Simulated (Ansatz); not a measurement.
Frontier orbitals of C4H14N3OTa, SMILES `CC(C)(C)[N]=[Ta]([NH2])([NH2])[OH]`.

The species carries charge 0 and has multiplicity 1. Correlated methods include outer-core shells of Ta, which these sets cover unevenly. Ta: def2 effective core potential. The structure was optimised at the PBE0-D4/def2-TZVP level. It is one conformer, not always the lowest. Basis def2-TZVPP, Ansatz.

| functional | HOMO (eV) | LUMO (eV) | gap (eV) |
| --- | --- | --- | --- |
| LDA (SPW92) | -5.70 | -0.74 | 4.96 |
| PBE | -5.51 | -0.54 | 4.97 |
| revPBE | -5.43 | -0.43 | 5.00 |
| BLYP | -5.38 | -0.53 | 4.85 |
| PBE0 | -6.81 | 0.18 | 6.99 |
| r2SCANh | -6.25 | 0.15 | 6.40 |
| r2SCAN0 | -6.97 | 0.49 | 7.46 |
| CAM-B3LYP | -8.16 | 0.87 | 9.03 |
| ωB97M-V | -9.10 | 1.39 | 10.49 |

Against PBE, PBE0 changes HOMO and LUMO by −1.30 and +0.72 eV, ωB97M-V by −3.60 and +1.93 eV. A gap of 4.96 eV thus becomes 10.49 eV for the same molecule, so an orbital gap means little without its functional. A positive LUMO is unbound and depends on the basis.
